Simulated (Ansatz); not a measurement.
Ansatz (a quantum-chemistry and plane-wave program) input:

Ansatz 0.2 input:
```yaml
crystal:
  periodic: [false, false, false]
  atoms:
    - {symbol: I, position_ang: [-1.58539644, -0.61119836, -2.08769335]}
    - {symbol: Sn, position_ang: [-0.00000000, -0.00000000, -0.00000000]}
    - {symbol: I, position_ang: [0.54790326, 2.63521682, -0.03071067]}
    - {symbol: I, position_ang: [2.29481000, -1.39569005, -0.17721498]}
    - {symbol: I, position_ang: [-1.25731683, -0.62832842, 2.29561900]}
basis:
  gaussian:
    orbitals: def2-TZVPD
hamiltonian:
  xc: {name: wB97X-V}
output: {forces: true}
```

Question: What final total energy does it print?

Answer: -1405.26221 Eh (wB97X-V/def2-TZVPD). The basis has 292 functions. The run takes around 60 core-seconds (rough).
